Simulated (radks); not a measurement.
The numbers below are computed, except where a source is named.
Question: All-electron atom: Te II in [Kr] 4d10 5s2 5p3. Code: a radial shooting solver on a logarithmic mesh with Libxc functionals. Model: scalar-relativistic Kohn-Sham, r2SCAN, spin-unpolarised, spherical densities, finite nucleus; meta-GGA in the generalised Kohn-Sham scheme; Fermi nuclear charge, rms radius 4.7423 fm. Some entries of the table are withheld. Estimate them.

orbital  occ.  eigenvalue (eV)  r(max) (bohr)
1s          2              (1)        0.01794
2s          2        -4884.541            (2)
2p          6        -4382.681        0.08125
3s          2        -985.9682         0.2922
3p          6        -821.7203         0.2860
3d         10        -573.8091         0.2383
4s          2        -177.6767         0.7018
4p          6        -126.5447         0.7384
4d         10              (3)         0.8103
5s          2         -23.9541            (4)
5p          3         -13.8708          2.104

Answer: 
(1) 1s eigenvalue (eV): -31693.79
(2) 2s r(max) (bohr): 0.1013
(3) 4d eigenvalue (eV): -51.7672
(4) 5s r(max) (bohr): 1.787
